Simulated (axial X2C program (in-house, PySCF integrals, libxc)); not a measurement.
# KTe⁺: from Re and ωe to a spectrum

A bond curve at the CCSD(T) level, two-component, was computed with an in-house relativistic program for diatomic molecules (basis Te dyall-cv3z [11s12p8d4f1g], K dyall-cv3z [11s12p6d3f] (cores contracted in-house)) for the state Ω = 1 (⟨Sz⟩ = 0.80, ⟨Lz⟩ = 0.20 at HF). Its fit gives Re = 3.6384 Å, ωe = 85.7 cm⁻¹, ωexe = 0.755 cm⁻¹ and αe = 4.053e-04 cm⁻¹; the masses are 129.9062 and 38.9637 u. Two-component means X2C with spin–orbit coupling and atomic mean-field Coulomb and Gaunt terms.

Correlated methods: 14 electrons correlated (number of frozen shells: Te 4 s, 3 p, 2 d; K 2 s, 1 p), 290 virtual spin orbitals or spinors in MP2, 90 natural virtuals in coupled cluster.

Task: Find the reduced mass, Be and the force constant.

Result: From the CCSD(T) values: μ = 29.9735 u. Be = 16.8576/(μ Re²) = 0.04249 cm⁻¹. k = 5.8918×10⁻⁷ μ ωe² = 0.13 mdyn/Å.

Task: Estimate De from a Morse curve and compare with the computed well depth of 0.262 eV to Te + K+.

Result: De(Morse) = ωe²/(4ωexe) = 0.302 eV against 0.262 eV computed, a ratio of 1.15. The extrapolation overshoots: the well softens faster than a Morse curve, or the lowest atomic limit lies below the one to which the curve heads.

Task: Where do the fundamental and the first overtone lie?

Result: ν(1←0) = ωe − 2ωexe = 84.2 cm⁻¹; ν(2←0) = 2ωe − 6ωexe = 166.9 cm⁻¹.

Task: Estimate the centrifugal constant by the Kratzer relation.

Result: D = 4Be³/ωe² = 4.18e-08 cm⁻¹.

Task: A Morse curve ties αe to the other constants (Pekeris). How well does that hold?

Result: αe(Morse) = 6Be²/ωe × (√(ωexe/Be) − 1) = 4.064e-04 cm⁻¹; the CCSD(T) curve gives 4.053e-04 cm⁻¹, a ratio of 1.00.

One determinant describes the state; a PBE0 search over occupations chose it and may have missed a lower one. Dissociation energies refer to the lowest single-determinant-based atoms at the same level and basis. Coupled cluster ran in a truncated set of natural virtual spinors; the MP2 energy of the rest was added. (T) has no such correction and the atoms are truncated less, which lowers De at CCSD(T) by a hundredth of an eV or more. Other states lie close and PBE0, whose exact exchange favours high spin, may order them wrongly; the determinant shown need not be the ground state. The nearest other 2c determinant of the search, Ω = 2, lies 0.21 eV up at the distance of the search. With several unpaired electrons one determinant need not be a pure state. Open-shell Ω = 0 determinants with evenly filled partner blocks cannot be reached by this program, so the Ω shown need not be the lowest component. This is the Ω = 1 component of a π² triplet; the 0⁺ component is not one determinant and can lie lowest. With the outer-core shells frozen, correlated bond lengths of heavy atoms tend to come out a few hundredths of an ångström too long. The bond is weak, and without diffuse functions and with truncated virtuals even CCSD(T) can be tens of per cent off in De.
